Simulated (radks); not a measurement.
Q: Ce4+, 54 electrons, occupied as [Xe]. Method: scalar-relativistic Kohn-Sham, LDA (Slater exchange, Perdew-Wang correlation), spin-polarised, spherical densities, finite nucleus; Fermi nuclear charge, rms radius 4.8771 fm; computed with a radial shooting solver on a logarithmic mesh with Libxc functionals. Some entries of the table are withheld. Estimate them.

orbital,occ.,eigenvalue (eV),<1/r> (bohr^-1),<r> (bohr)
1s,2,-40269.13,63.28,0.02459
2s,2,-6486.801,14.59,0.1053
2p,6,(1),(2),0.09240
3s,2,-1432.743,5.291,0.2791
3p,6,-1219.822,5.013,0.2770
3d,10,-916.3447,(3),0.2538
4s,2,-324.9629,2.221,0.6357
4p,6,-255.1077,2.051,0.6721
4d,10,-154.3880,(4),0.7372
5s,2,-79.1122,0.9140,1.457
5p,6,(5),0.8012,1.641

A: 
(1) 2p eigenvalue (eV): -5817.543
(2) 2p <1/r> (bohr^-1): 13.82
(3) 3d <1/r> (bohr^-1): 4.757
(4) 4d <1/r> (bohr^-1): 1.796
(5) 5p eigenvalue (eV): -60.2412
